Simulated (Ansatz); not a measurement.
`O[Si](F)(F)Br` → `FBr` + `O[Si]F`  (silylene formation by 1,1-elimination)

Gas-phase electronic energies from Ansatz, PBE0-D4/def2-TZVP geometries. CCSD(T)/CBS adds triple-zeta CCSD(T) − MP2 to the extrapolated MP2 energy (def2 sets, frozen cores). This one scheme is used for every species. Functionals use def2-TZVPP. B3LYP here is the variant with VWN-RPA as its local correlation; programs differ in this. For Br outer-core shells are correlated without core-valence functions, which leaves a few kJ/mol of doubt a bond. Scalar relativity is left out up to krypton. One conformer a species, not always the lowest.

Q: Is it downhill or uphill in electronic energy at CCSD(T)/CBS, and by how much? (Estimate.)

A: Ansatz gave: Uphill: ΔE = +151.1 kcal/mol.

Q: What do these levels give: LDA (SPW92), B3LYP-D4, revPBE, B3LYP, r2SCANh, CAM-B3LYP, LC-ωPBE, CCSD/def2-SVP, HF/def2-TZVPP, CCSD(T)/def2-TZVPP, MP2/def2-QZVPP, SCS-MP2/def2-QZVPP? (Best estimate.)

A: The calculation gave: LDA (SPW92) 148.4, B3LYP-D4 142.7, revPBE 132.5, B3LYP 139.3, r2SCANh 154.6, CAM-B3LYP 144.5, LC-ωPBE 150.1, CCSD/def2-SVP 144.2, HF/def2-TZVPP 155.9, CCSD(T)/def2-TZVPP 148.8, MP2/def2-QZVPP 157.6, SCS-MP2/def2-QZVPP 152.4 kcal/mol.

Q: What do rigid-rotor, harmonic-oscillator terms from PBE0-D4/def2-TZVP frequencies (298.15 K, 1 bar) make of the CCSD(T)/CBS value? (Best estimate.)

A: Computed: ΔZPE = -2.4 kcal/mol, ΔH = +149.2 kcal/mol, ΔS = 154 J/(mol·K), ΔG = +138.2 kcal/mol.

Largest T1 diagnostic among the species: 0.015.

From r2SCAN to r2SCAN0 (25 % exact exchange), in def2-TZVPP and without D4, ΔE moves by +5.0 kcal/mol. Leaving LDA and LC-ωPBE aside and taking each functional with its dispersion term where it has one, the values, not all of them listed here, spread over 24.4 kcal/mol, from BLYP-D4 to r2SCAN0-D4. LDA lies +11.5 kcal/mol from PBE without D4. At CCSD(T), def2-SVP lies −8.2 kcal/mol from the extrapolated value and def2-TZVPP −2.3 kcal/mol.
